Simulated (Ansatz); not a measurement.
Reaction (formal hydrolysis of a Ga–Zn bond): `[F][Zn][GaH2]` + H₂O → `[OH][GaH2]` + `[F][ZnH]`

Calculated with Ansatz (gas phase, PBE0-D4/def2-TZVP geometries, no zero-point term in ΔE). CBS: MP2 limit from def2 TZ/QZ plus the TZ coupled-cluster correction, frozen cores. This one scheme is used for every species. Functionals use def2-TZVPP. For Ga, Zn outer-core shells are correlated without core-valence functions, which leaves a few kJ/mol of doubt a bond. Scalar relativity is left out up to krypton.

`[F][Zn][GaH2]`:

Cartesian coordinates in Å:
```
F -1.694 -2.657 -0.459
Zn -0.753 -1.181 -0.203
Ga 0.528 0.829 0.143
H 2.005 0.949 -0.384
H -0.086 2.060 0.903
```

H₂O:

Z-matrix (Å, degrees):
```
O
H 1 0.960
H 1 0.960 2 105.1
```

`[OH][GaH2]`:

Cartesian coordinates in Å:
```
O -0.063 0.594 1.127
Ga -0.210 -0.217 -0.459
H 0.838 0.666 1.448
H 1.109 -0.711 -1.142
H -1.673 -0.331 -0.974
```

`[F][ZnH]`:

Z-matrix (Å, degrees):
```
Zn
F 1 1.750
H 1 1.507 2 180.0
```

```json
{"level": "LDA (SPW92)", "ΔE (kJ/mol)": "-18.9", "difference from CCSD(T)/CBS": "-6.8"}
{"level": "PBE-D4", "ΔE (kJ/mol)": "-11.2", "difference from CCSD(T)/CBS": "0.9"}
{"level": "r2SCAN-D4", "ΔE (kJ/mol)": "-22.0", "difference from CCSD(T)/CBS": "-9.9"}
{"level": "PBE0-D4", "ΔE (kJ/mol)": "-8.5", "difference from CCSD(T)/CBS": "3.6"}
{"level": "BHLYP-D4", "ΔE (kJ/mol)": "-13.4", "difference from CCSD(T)/CBS": "-1.3"}
{"level": "ωB97X-V", "ΔE (kJ/mol)": "-22.7", "difference from CCSD(T)/CBS": "-10.6"}
{"level": "B2PLYP", "ΔE (kJ/mol)": "-22.1", "difference from CCSD(T)/CBS": "-10.0"}
{"level": "PBE-QIDH", "ΔE (kJ/mol)": "-17.6", "difference from CCSD(T)/CBS": "-5.5"}
{"level": "BLYP", "ΔE (kJ/mol)": "-17.6", "difference from CCSD(T)/CBS": "-5.5"}
{"level": "r2SCANh", "ΔE (kJ/mol)": "-19.5", "difference from CCSD(T)/CBS": "-7.4"}
{"level": "BHLYP", "ΔE (kJ/mol)": "-15.2", "difference from CCSD(T)/CBS": "-3.1"}
{"level": "SCS-MP2/def2-TZVPP", "ΔE (kJ/mol)": "-29.9", "difference from CCSD(T)/CBS": "-17.8"}
{"level": "CCSD/def2-TZVPP", "ΔE (kJ/mol)": "-22.5", "difference from CCSD(T)/CBS": "-10.4"}
{"level": "CCSD(T)/def2-TZVPP", "ΔE (kJ/mol)": "-24.2", "difference from CCSD(T)/CBS": "-12.1"}
{"level": "MP2/def2-QZVPP", "ΔE (kJ/mol)": "-21.3", "difference from CCSD(T)/CBS": "-9.2"}
{"level": "CCSD/CBS(def2)", "ΔE (kJ/mol)": "-10.3", "difference from CCSD(T)/CBS": "1.8"}
{"level": "CCSD(T)/CBS", "ΔE (kJ/mol)": "-12.1", "difference from CCSD(T)/CBS": "0"}
```

Question: What do rigid-rotor, harmonic-oscillator terms from PBE0-D4/def2-TZVP frequencies (298.15 K, 1 bar) make of the CCSD(T)/CBS value? (An estimate is asked.)

Answer: Ansatz gave: ΔZPE = -4.2 kJ/mol, ΔH = -20.7 kJ/mol, ΔS = -8 J/(mol·K), ΔG = -18.4 kJ/mol.

Largest T1 diagnostic among the species: 0.018.

From r2SCAN to r2SCAN0 (25 % exact exchange), in def2-TZVPP and without D4, ΔE moves by +5.9 kJ/mol. In def2-TZVPP, CCSD(T) changes the Hartree–Fock value by −5.2 kJ/mol (the triples alone add −1.8 kJ/mol) and MP2 by −9.2 kJ/mol.
